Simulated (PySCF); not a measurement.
**BrF: frontier orbitals**

PBE at R = 1.758 Å; Br def2-TZVPP, F def2-TZVPP; no relativity (PySCF 2.14). State: ¹Σ⁺ (singlet), closed shell. Only the outer orbitals are listed, counted within each symmetry.

```csv
orbital,occ.,ε (eV),on Br (%),main shells (%)
8σ,2,-30.30,10,88 F s
9σ,2,-19.84,86,86 Br s
10σ,2,-12.75,38,"59 F p, 30 Br p"
4π,2,-10.99,21,"79 F p, 20 Br p"
4π,2,-10.99,21,"79 F p, 20 Br p"
5π,2,-7.36,81,"81 Br p, 19 F p"
5π,2,-7.36,81,"81 Br p, 19 F p"
11σ,0,-4.50,79,"72 Br p, 23 F p"
12σ,0,5.39,104,107 Br p
6π,0,5.65,100,92 Br p
```

Q: Which are the highest filled and the lowest empty level, where do they sit, and how wide is the gap?

A: Highest filled 5π at -7.36 eV (in %: 81 Br p, 19 F p); lowest empty 11σ at -4.50 eV (in %: 72 Br p, 23 F p); the gap at PBE is 2.86 eV.

| Quantity | Value |
| --- | --- |
| bond order (Mayer) | 0.99 |
| ⟨S²⟩ | 0.000 |
| charge on Br (Mulliken, basis-dependent) | 0.21 |
| charge on Br (Löwdin, basis-dependent) | 0.21 |
| dipole moment (positive dipole means Br(−)F(+)) | -1.26 D |
| polarisability along the bond | 25.1 bohr³ |
| polarisability across the bond | 15.6 bohr³ |

Shares are Mulliken populations and can fall outside 0 to 100 %.
